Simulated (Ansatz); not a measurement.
`N[SiH](F)[SiH2][SiH3]` + `[SH][GeH3]` → `[SiH3][SiH2][S][GeH3]` + `N[SiH2]F`  (cleavage of the Si–Si bond)

Computed with Ansatz on PBE0-D4/def2-TZVP structures; ΔE is electronic, products minus reactants. CBS: MP2 limit from def2 TZ/QZ plus the TZ coupled-cluster correction, frozen cores. DFT in def2-TZVPP. For Ge outer-core shells are correlated without core-valence functions, which leaves a few kJ/mol of doubt a bond. Scalar relativity is left out up to krypton. One conformer a species, not always the lowest.

CCSD(T)/CBS gives -16.3 kcal/mol.

Task: Another level gave -13.2 kcal/mol. Which?
A. PBE0/def2-TZVPP
B. SCS-MP2/def2-TZVPP
C. PBE/def2-TZVPP
D. CCSD/def2-TZVPP

Result: A. PBE0 -13.2, SCS-MP2/def2-TZVPP -17.6, CCSD/def2-TZVPP -15.3, PBE -12.0 kcal/mol.

Largest T1 diagnostic among the species: 0.013.

From PBE to PBE0 (25 % exact exchange), in def2-TZVPP and without D4, ΔE moves by −1.3 kcal/mol. The D4 term adds −1.0 kcal/mol with B3LYP and −0.5 kcal/mol with PBE0; it sums over pairs of atoms, weighted by their polarisabilities, and B3LYP, whose exchange is more repulsive, gets the larger term.

B3LYP here is the variant with VWN-RPA as its local correlation; programs differ in this.
